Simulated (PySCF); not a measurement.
Pb(H)2, SMILES [PbH2], PBE0/def2-SVP optimised geometry.

```
3

Pb    -0.93    -0.93     0.00
H      0.93    -0.93     0.00
H     -0.92     0.93     0.00
```

Density from PBE0/def2-TZVP, def2 effective core potentials past Kr in PySCF 2.14.0 at that geometry. The core electrons that the potentials of Pb replace are not part of the density.

Minimum of the electron density along straight lines between bonded atoms, close to the bond critical point (lines longer than 1.1 times the sum of covalent radii, or with two minima, are not listed):

```tsv
bond	length / Å	ρ at the minimum / e bohr⁻³	∇²ρ there / e bohr⁻⁵	position (fraction from the first atom)
Pb1–H2	1.854	0.096	0.06	0.65
Pb1–H3	1.854	0.096	0.06	0.65
```
